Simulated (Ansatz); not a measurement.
BeH₂ was relaxed with PBE-D4 (def2-TZVP) in Ansatz in these states: charge +1 doublet, neutral singlet. The geometries follow in no particular order.

A:

```xyz
3

Be    0.000    0.000    0.000
H     0.238   -0.854    1.008
H    -0.238    0.854   -1.008
```

B:

```xyz
3

Be    0.2385    0.5653   -0.2855
H    -0.0348    0.1395    1.0491
H    -0.2038   -0.7048   -0.7636
```

Task: Judge from the bond lengths which geometry belongs to which state (an estimate).

Result: A is the neutral singlet (Be1–H3 1.342 Å, Be1–H2 1.342 Å); B is the charge +1 doublet (Be1–H3 1.427 Å, Be1–H2 1.427 Å).
